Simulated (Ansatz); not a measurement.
System: C6H8N, net charge 0, doublet state. It need not be the lowest isomer of its formula. 
Coordinates optimised at B3LYP-D3(BJ)/def2-TZVP (Ansatz, a program for electronic structure):
```xyz
15

C      2.4477    -0.6712     0.1217
C      1.0689    -0.1549    -0.0443
C      0.6688     1.0180    -0.8087
C     -0.6817     1.1029    -0.6757
C     -1.0680    -0.0206     0.1662
N      0.0045    -0.7498     0.5242
C     -2.4413    -0.3639     0.6033
H      2.8940    -0.9083    -0.8492
H      2.4448    -1.5656     0.7410
H      3.0922     0.0829     0.5847
H      1.3276     1.6709    -1.3600
H     -1.3489     1.8392    -1.0964
H     -2.4290    -1.2593     1.2211
H     -3.0937    -0.5320    -0.2593
H     -2.8849     0.4586     1.1735
```
Charge 0, spin multiplicity 2.

Dipole moments at this geometry, in debye (magnitudes).

```csv
level,program,dipole (D)
SVWN5/def2-TZVPD,Ansatz,1.44
PBE/def2-TZVPD,Ansatz,1.44
B97M-V/def2-TZVPD,Ansatz,1.47
B3LYP/def2-TZVPD,Ansatz,1.54
BHLYP/def2-TZVPD,Ansatz,1.63
r2SCAN0/def2-TZVPD,Ansatz,1.58
HSE06/def2-TZVPD,Ansatz,[?]
LC-wPBE/def2-TZVPD,Ansatz,1.64
wB97M-V/def2-TZVPD,Ansatz,1.55
CCSD(T)/aug-cc-pVDZ,Ansatz,[?]
```

Question: Some entries are withheld; supply them.

Answer: 
- HSE06/def2-TZVPD, dipole (D): 1.52
- CCSD(T)/aug-cc-pVDZ, dipole (D): 1.60
